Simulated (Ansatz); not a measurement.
Start from `[OH][Ti]12345678([Cl])([C@H]9[C@@H]1[C@@H]2[C@@H]3[C@H]94)[C@H]1[C@@H]5[C@@H]6[C@@H]7[C@H]18` and change one element to get `[OH][Hf]12345678([Cl])([C@H]9[C@@H]1[C@@H]2[C@@H]3[C@H]94)[C@H]1[C@@H]5[C@@H]6[C@@H]7[C@H]18`.

Ansatz, PBE0-D4/def2-TZVP geometries, multiplicity 1. Each molecule was computed in one conformer, which needn't be the lowest.

Elements past krypton have def2 core potentials. Scalar relativity is left out up to krypton.

| property | `[OH][Ti]12345678([Cl])([C@H]9[C@@H]1[C@@H]2[C@@H]3[C@H]94)[C@H]1[C@@H]5[C@@H]6[C@@H]7[C@H]18` |
| --- | --- |
| LUMO energy (ωB97M-V/def2-TZVPP) / eV | 0.38 |
| LUMO energy (PBE0/def2-TZVPP) / eV | -1.74 |
| HOMO energy (B3LYP/def2-TZVPP) / eV | -6.32 |
| HOMO–LUMO gap (PBE0/def2-TZVPP) / eV | 4.80 |
| LUMO energy (B3LYP/def2-TZVPP) / eV | -1.99 |
| HOMO energy (PBE0/def2-TZVPP) / eV | -6.53 |

Task: What does the change do to each property? (Estimate.)

Result: Ansatz gave: 
```json
{"property": "LUMO energy (ωB97M-V/def2-TZVPP) / eV", "`[OH][Hf]12345678([Cl])([C@H]9[C@@H]1[C@@H]2[C@@H]3[C@H]94)[C@H]1[C@@H]5[C@@H]6[C@@H]7[C@H]18`": "1.24", "shift": "0.86"}
{"property": "LUMO energy (PBE0/def2-TZVPP) / eV", "`[OH][Hf]12345678([Cl])([C@H]9[C@@H]1[C@@H]2[C@@H]3[C@H]94)[C@H]1[C@@H]5[C@@H]6[C@@H]7[C@H]18`": "-0.72", "shift": "1.02"}
{"property": "HOMO energy (B3LYP/def2-TZVPP) / eV", "`[OH][Hf]12345678([Cl])([C@H]9[C@@H]1[C@@H]2[C@@H]3[C@H]94)[C@H]1[C@@H]5[C@@H]6[C@@H]7[C@H]18`": "-6.54", "shift": "-0.22"}
{"property": "HOMO–LUMO gap (PBE0/def2-TZVPP) / eV", "`[OH][Hf]12345678([Cl])([C@H]9[C@@H]1[C@@H]2[C@@H]3[C@H]94)[C@H]1[C@@H]5[C@@H]6[C@@H]7[C@H]18`": "6.04", "shift": "1.24"}
{"property": "LUMO energy (B3LYP/def2-TZVPP) / eV", "`[OH][Hf]12345678([Cl])([C@H]9[C@@H]1[C@@H]2[C@@H]3[C@H]94)[C@H]1[C@@H]5[C@@H]6[C@@H]7[C@H]18`": "-0.93", "shift": "1.06"}
{"property": "HOMO energy (PBE0/def2-TZVPP) / eV", "`[OH][Hf]12345678([Cl])([C@H]9[C@@H]1[C@@H]2[C@@H]3[C@H]94)[C@H]1[C@@H]5[C@@H]6[C@@H]7[C@H]18`": "-6.76", "shift": "-0.23"}
```

With PBE0 the HOMO falls by 0.23 eV and the LUMO rises by 1.02 eV, so the gap widens by about 1.25 eV. PBE moves the HOMO by -0.25 eV and ωB97M-V by -0.21 eV.

B3LYP here is the variant with VWN-RPA as its local correlation; programs differ in this.

Positive LUMOs are unbound, so they and the gaps depend on the basis.
